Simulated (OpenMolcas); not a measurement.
# Ti2+: ligand-field states by method

Ti2+ with 6 ligands (sulfide) in octahedral coordination (Oh) at 2.64 Å. A charge of +1.67 e stands 2.4 Å behind each ligand. Ligand basis ANO-RCC-VDZP.
```
Ti    0.0000    0.0000    0.0000
S     2.6400    0.0000    0.0000
S     0.0000    2.6400    0.0000
S    -2.6400    0.0000    0.0000
S     0.0000   -2.6400    0.0000
S     0.0000    0.0000    2.6400
S     0.0000    0.0000   -2.6400
```

```
Program             : OpenMolcas
Basis               : ANO-RCC-VTZP [6s5p3d2f1g]
Scalar Hamiltonian  : DKH2, point nucleus
Active space        : 2 electrons in 5 orbitals (3d)
State averaging     : 2S+1 = 3 even, 10 roots; 2S+1 = 1 even, 15 roots
Spin-orbit coupling : state interaction with AMFI integrals over the reference wave functions
```

I. CASSCF
II. SS-CASPT2, IPEA 0.25 Eh, imaginary shift 0.1 Eh (closed shells correlated: 3s 3p and the ligand valence shells)
III. SS-CASPT2, IPEA 0.5 Eh, imaginary shift 0.1 Eh (closed shells correlated: 3s 3p and the ligand valence shells)

Spin-free states (labels of O, the rotations of Oh) in cm-1, each column counted from its own energy of the first state listed:

```csv
State,Degeneracy,I,II,III
3T1,3,0,0,0
3T2,3,1018,1330,1180
3A2,1,2425,2340,2540
1T2,3,10577,5830,6230
1E,2,11102,5460,6330
3T1,3,12953,9750,10150
1T2,3,16002,11430,11930
1T1,3,16293,12510,12340
1E,2,16468,10580,11640
1A1,1,16627,10190,11510
1A1,1,38278,26030,27170
```

From I to II, I's first state of the same spin (3T2) moves from 1018 to 1330 cm-1, by about +320 cm-1.

From I to II, I's first state of another spin (1T2) moves from 10577 to 5830 cm-1, by about -4700 cm-1. In II another state of that kind comes below it.

χT at 300 K: I 1.20, II 1.18, III 1.19 cm3 K/mol.

Roots that are degenerate in the reference are averaged as groups; the widest CASPT2 spread within a group is 230 cm-1 (the 3-fold group of multiplicity 1 near 11900 cm-1 above the lowest state of its run, III). Shifts and gaps below about the spread of the groups concerned are not significant. Over all roots computed the reference weight is 0.62 to 0.64 in II, 0.63 to 0.64 in III; a low but even weight reflects the number of correlated electrons. An orbital triplet at a regular site is open to Jahn-Teller coupling, which can distort the site and quench the lowest spin-orbit gaps and is left out. The sulfide ions are held by bare point charges, a crude embedding. Ligand-to-metal charge-transfer states are missing. With no ligand orbital active B as a rule stays too high, so bands that hang on it stand too high and its fall with covalency is understated. Without dynamic correlation the repulsion within the d shell is too large (B by tens of per cent), so at a given field states of lower spin stand too high (holds for I). With metal d orbitals alone and no dynamic correlation the field as a rule comes out too small, by tens of per cent, by up to half for chloride and softer ligands (holds for I). These CASPT2 states fit no ligand-field parameters well, so their order and spin gaps are uncertain (holds for II; III). With one d shell and no ligand orbital active, 10Dq can be off by tens of per cent for divalent 3d ions, low with halides held by bare charges and at times high in hosts (holds for II; III). Free-ion shares, where given, are those of the reference states; single-state CASPT2 does not remix them (holds for II; III). No measured value stands beside these numbers; the geometry was imposed, not optimised, and the real ion may take another.
